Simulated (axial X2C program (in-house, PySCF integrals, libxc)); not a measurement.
Which functional? An output for TlP

An SCF output computed with an in-house relativistic program for diatomic molecules for TlP at 2.697 Å, two-component, state Ω = 1, Tl dyall-cv3z [12s14p10d7f1g], P dyall-v3z [8s7p2d1f] (cores contracted in-house), without its first line:

```
basis functions 208  fitting functions 1160  grid points 5081
iter        total energy     max residual
   1     -20589.897211357     6.64e-01
   2     -20589.937115136     1.13e-02
   3     -20589.938543776     8.58e-03
   4     -20589.938970617     1.48e-03
   5     -20589.939084526     6.81e-04
   6     -20589.939128911     3.39e-04
   7     -20589.939148261     2.71e-04
   8     -20589.939170024     2.48e-04
   9     -20589.939197123     2.16e-04
  10     -20589.939217966     1.62e-04
  11     -20589.939225543     1.16e-04
  12     -20589.939229248     7.19e-05
  13     -20589.939231460     6.18e-05
  14     -20589.939232753     4.82e-05
  15     -20589.939233409     3.45e-05
  16     -20589.939233738     2.23e-05
  17     -20589.939233848     1.13e-05
  18     -20589.939233875     4.14e-06
  19     -20589.939233879     1.79e-06
  20     -20589.939233880     8.36e-07
converged
one-electron -28656.50831476  Coulomb 8251.07024583  exact exchange -403.52189563  xc functional 0.00000000  nuclear repulsion 238.39462783  atomic mean-field constant -19.37389716
```

Problem. Which level of theory produced it?
A. M06
B. HF
C. PBE0
D. B3LYP
E. r2SCAN

Solution. B. The exact-exchange term against the functional term shows a share of 1 of exact exchange.
